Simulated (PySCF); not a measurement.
SiF2HI, SMILES F[SiH](F)I.

Coordinates come from a B3LYP-D3(BJ)/def2-SVP optimisation. The def2 effective core potentials stand for the cores of I; spin–orbit coupling is left out.

Method: B3LYP-D3(BJ)/def2-SVP (PySCF).

Frequencies are harmonic and unscaled.

Q: List the normal modes with their intensities. (An estimate is asked for; the answer gives what the named calculation found.)

A: 
```json
[
 {"mode": "1", "ν (cm⁻¹)": "176", "IR (km/mol)": "1.5", "Raman (Å⁴/amu)": "2.1", "depolarisation": "0.75", "moving atoms (share of kinetic energy)": "F 78 %, Si 16 %"},
 {"mode": "2", "ν (cm⁻¹)": "205", "IR (km/mol)": "4.3", "Raman (Å⁴/amu)": "2.6", "depolarisation": "0.42", "moving atoms (share of kinetic energy)": "F 70 %, I 24 %"},
 {"mode": "3", "ν (cm⁻¹)": "331", "IR (km/mol)": "25.2", "Raman (Å⁴/amu)": "1.6", "depolarisation": "0.71", "moving atoms (share of kinetic energy)": "F 68 %, Si 31 %"},
 {"mode": "4", "ν (cm⁻¹)": "399", "IR (km/mol)": "76.7", "Raman (Å⁴/amu)": "11.6", "depolarisation": "0.27", "moving atoms (share of kinetic energy)": "Si 72 %, I 11 %, H 10 %"},
 {"mode": "5", "ν (cm⁻¹)": "809", "IR (km/mol)": "198.2", "Raman (Å⁴/amu)": "16.4", "depolarisation": "0.66", "moving atoms (share of kinetic energy)": "H 87 %"},
 {"mode": "6", "ν (cm⁻¹)": "821", "IR (km/mol)": "14.1", "Raman (Å⁴/amu)": "10.7", "depolarisation": "0.75", "moving atoms (share of kinetic energy)": "H 89 %, F 11 %"},
 {"mode": "7", "ν (cm⁻¹)": "877", "IR (km/mol)": "232.9", "Raman (Å⁴/amu)": "5.8", "depolarisation": "0.05", "moving atoms (share of kinetic energy)": "F 60 %, Si 37 %"},
 {"mode": "8", "ν (cm⁻¹)": "977", "IR (km/mol)": "166.9", "Raman (Å⁴/amu)": "0.3", "depolarisation": "0.75", "moving atoms (share of kinetic energy)": "Si 49 %, F 46 %"},
 {"mode": "9", "ν (cm⁻¹)": "2321", "IR (km/mol)": "81.4", "Raman (Å⁴/amu)": "169.4", "depolarisation": "0.22", "moving atoms (share of kinetic energy)": "H 97 %"}
]
```
